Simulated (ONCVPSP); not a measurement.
## niobium (Nb): excitation energies, all-electron against ONCV

Nb, optimised norm-conserving Vanderbilt (ONCV), made with ONCVPSP 4.0.1 (LDA (Perdew-Zunger), scalar-relativistic). Core [Ar] 3d10, reference 4s2 4p6 4d3.5 (charge +1.5). Waves: 4s: rc 1.75 bohr, ncon 4, nbas 9, qcut 7.8 1/bohr, 2 projectors, debl 3.8 Ha; 4p: rc 1.75 bohr, ncon 4, nbas 9, qcut 8.5 1/bohr, 2 projectors, debl 0.9 Ha; 4d: rc 1.70 bohr, ncon 3, nbas 7, qcut 5.9 1/bohr, 2 projectors, debl 0.9 Ha. Local part: polynomial inside 1.35 bohr (lpopt 5, dvloc0 2 Ha). Core correction: none.

In the p channel the program set the typed energies aside and used -1.702, 0.250 Ha.

Energies are relative to the spin-unpolarised reference configuration 4s2 4p6 4d3.5; without spin polarisation the order of configurations can differ from experiment.

| valence configuration | charge | ΔE all-electron (eV) | error AE − PS (meV) |
| --- | --- | --- | --- |
| 4s2 4p6 4d4 5s1 | 0 | -12.831 | +2.1 |
| 4s2 4p6 4d4 | +1 | -5.915 | +0.4 |

What are ΔE and the potential's error for 4s2 4p6 4d3?

ΔE = 8.361 eV all-electron; the error (AE − PS) is -0.1 meV.

What are ΔE and the potential's error for 4s2 4p6 4d3 5s1 5p1?

ΔE = -10.009 eV all-electron; the error (AE − PS) is +3.2 meV.

Levels in the configuration 4s2 4p6 4d4 5s1:

```csv
level,all-electron (eV),pseudo (eV)
4s,-58.461,-58.454
4p,-34.609,-34.605
4d,-3.211,-3.211
5s,-4.202,-4.202
```
